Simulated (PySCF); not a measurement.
A run for PySCF: D3(BJ) and D4 dispersion corrections on BrHSe2 (SMILES [SeH][Se]Br), a point of a torsion scan.

```python
from pyscf import gto
from pyscf.dispersion import dftd3, dftd4

mol = gto.M(
    atom='''
    Se   -1.35109621    0.55550684    0.55156422
    Se    0.76085273    0.93652897   -0.37848581
    Br    1.83738911    1.95373016    1.37609518
    H    -1.54682849   -0.63198383   -0.25926010
    ''',
    basis='def2-svp',
    charge=0, spin=0, verbose=0, max_memory=1800)
d3, d4 = {}, {}
for xc in ['hf', 'pbe', 'blyp', 'revpbe', 'tpss', 'r2scan', 'b3lyp', 'pbe0', 'bhlyp', 'camb3lyp', 'b2plyp']:
    d3[xc] = float(dftd3.DFTD3Dispersion(mol, xc=xc, version='d3bj', atm=False).get_dispersion()['energy'])
    print(f'D3(BJ) {xc:10s} {d3[xc]:14.8f} Eh')
for xc in ['hf', 'pbe', 'blyp', 'revpbe', 'tpss', 'r2scan', 'b3lyp', 'pbe0', 'bhlyp', 'camb3lyp', 'b2plyp']:
    d4[xc] = float(dftd4.DFTD4Dispersion(mol, xc={'camb3lyp': 'cam-b3lyp'}.get(xc, xc), atm=True).get_dispersion()['energy'])
    print(f'D4     {xc:10s} {d4[xc]:14.8f} Eh')
```

Program output:

```
D3(BJ) hf            -0.04018414 Eh
D3(BJ) pbe           -0.00456781 Eh
D3(BJ) blyp          -0.01132539 Eh
D3(BJ) revpbe        -0.01031594 Eh
D3(BJ) tpss          -0.00621613 Eh
D3(BJ) r2scan        -0.00121268 Eh
D3(BJ) b3lyp         -0.00963184 Eh
D3(BJ) pbe0          -0.00440970 Eh
D3(BJ) bhlyp         -0.00909796 Eh
D3(BJ) camb3lyp      -0.00483312 Eh
D3(BJ) b2plyp        -0.00535934 Eh
D4     hf            -0.01578547 Eh
D4     pbe           -0.00506664 Eh
D4     blyp          -0.01079542 Eh
D4     revpbe        -0.01158111 Eh
D4     tpss          -0.00675736 Eh
D4     r2scan        -0.00100032 Eh
D4     b3lyp         -0.00849704 Eh
D4     pbe0          -0.00431109 Eh
D4     bhlyp         -0.00836468 Eh
D4     camb3lyp      -0.00455771 Eh
D4     b2plyp        -0.00345357 Eh
```

The run finished.

Cost: about 0.010 core-seconds (a rough figure).
